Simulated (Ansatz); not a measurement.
The cluster AsS₃. The state is a doublet with charge 0. Geometry B3LYP-D4/def2-SVP; atoms count from 1.

```xyz
4

As    0.1153    0.8043    2.5477
S     0.1225    1.0467    0.3748
S    -0.1262   -0.8536   -2.4312
S    -0.1115   -0.9974   -0.4912
```

The charge 0 doublet is spin-contaminated (final ⟨S²⟩ up to 1.66, 0.75 for a pure state). Another isomer (doublet) lies 1.20 eV lower at PBE0-D4/def2-TZVP; other spin states weren't run for this one.

(1) Estimate the Mulliken populations from the PBE0/def2-TZVP orbitals of Ansatz.

(2) Where does the spin sit?

(3) And the Mayer bond orders between heavy atoms (over 0.3)?

## Answers

(1) 
| atom | charge (e) | spin (α − β) |
| --- | --- | --- |
| As1 | 0.13 | 1.75 |
| S2 | -0.14 | -0.01 |
| S3 | -0.12 | -0.47 |
| S4 | 0.13 | -0.28 |
Mulliken values depend strongly on the basis.

(2) Summed by element: As 1.75, S -0.75, of 1 unpaired in all. Largest on single atoms: As1 1.75, S3 -0.47, S4 -0.28.

(3) As1–S2 1.33 (2.19 Å); S2–S4 0.91 (2.23 Å); S3–S4 1.74 (1.95 Å).
